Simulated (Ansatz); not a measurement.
Task: Name a neutral molecule of F, Hf, Se and H with HOMO–LUMO gap (B3LYP/def2-TZVPP) between 5.15 and 5.45 eV and HOMO–LUMO gap (ωB97M-V/def2-TZVPP) between 9.50 and 9.80 eV (Ansatz, PBE0-D4/def2-TZVP geometry).

Result: `[F][Hf]([F])([SeH])[SeH]` (5.20 eV, 9.74 eV). Other molecules can fit too; these were computed, each in one conformer that needn't be the lowest.

B3LYP here is the variant with VWN-RPA as its local correlation; programs differ in this.
